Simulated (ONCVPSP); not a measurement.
**zinc: excitation energies, all-electron against ONCV**

* Element: Zn (Z = 30)
* Generator: ONCVPSP 4.0.1
* Type: optimised norm-conserving Vanderbilt (ONCV)
* Functional: PBE
* Relativity: non-relativistic
* Frozen core: [Ne]
* Valence charge: 20
* Reference configuration: 3s2 3p6 3d10 4s2
* Partial waves: 3s+4s: rc 1.40 bohr, ncon 4, nbas 8, qcut 8.4 1/bohr, 2 projectors; 3p: rc 1.05 bohr, ncon 4, nbas 7, qcut 15.2 1/bohr, 2 projectors, debl 3.8 Ha; 3d: rc 0.75 bohr, ncon 3, nbas 7, qcut 19.6 1/bohr, 2 projectors, debl 2 Ha
* Local potential: polynomial inside 0.65 bohr (lpopt 4, dvloc0 2 Ha)
* Core correction: Teter function, fcfact 1.75, rcfact 1.35

Energies are relative to the spin-unpolarised reference configuration 3s2 3p6 3d10 4s2; without spin polarisation the order of configurations can differ from experiment.

| valence configuration | charge | ΔE all-electron (eV) | error AE − PS (meV) |
| --- | --- | --- | --- |
| 3s2 3p6 3d10 4s1 | +1 | 9.668 | +0.4 |
| 3s2 3p6 3d10 4s0 | +2 | 27.750 | +2.1 |
| 3s2 3p6 3d9 4s0 | +3 | 68.572 | -3.8 |
| 3s2 3p6 3d10 4s0 4p1 | +1 | 15.716 | +0.8 |
